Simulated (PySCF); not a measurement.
MoH₄ + F₂ → MoH₂ + 2 HF

Level: PBE0 in the def2-TZVP basis family, computed in PySCF with density fitting; scalar-relativistic core potentials for atoms from Rb on, none lighter, no spin–orbit coupling; open shells unrestricted.

```json
{"species": "MoH₄", "state and structure": "triplet, Td, Mo–H 1.686 Å (×4)", "E (Eh)": "-70.47291", "ZPE (kJ/mol)": "64.7", "H(298 K) − H(0) (kJ/mol)": "12.0", "S° (J/(mol K))": "238.1"}
{"species": "F₂", "state and structure": "singlet, D∞h, F–F 1.376 Å", "E (Eh)": "-199.40856", "ZPE (kJ/mol)": "6.6", "H(298 K) − H(0) (kJ/mol)": "8.7", "S° (J/(mol K))": "201.9"}
{"species": "MoH₂", "state and structure": "quintet, C2v, Mo–H 1.706 Å (×2); H–Mo–H 108.1°", "E (Eh)": "-69.28343", "ZPE (kJ/mol)": "25.3", "H(298 K) − H(0) (kJ/mol)": "10.4", "S° (J/(mol K))": "240.3"}
{"species": "HF", "state and structure": "singlet, C∞v, H–F 0.920 Å", "E (Eh)": "-100.39188", "ZPE (kJ/mol)": "24.9", "H(298 K) − H(0) (kJ/mol)": "8.7", "S° (J/(mol K))": "173.6"}
```

(1) What is the electronic reaction energy?

(2) Add zero-point, thermal and entropy terms for 298.15 K and 1 bar.

## Answers

(1) At PBE0/def2-TZVP, ΔE = -487.6 kJ/mol from the differences of the total energies times 2625.5, downhill. 

(2) ΔZPE = 3.8 and Δ[H(298) − H(0)] = 7.1 kJ/mol give ΔH° = -476.7 kJ/mol. ΔS° = 147.5 J/(mol K), so ΔG° = -476.7 − 298.15 × (0.1475) = -521 kJ/mol.

Open d or f shells are single determinants, so the state found may not be the ground state. Only the bonding shown was studied: isomers, or loss of a ligand pair, can lie lower.
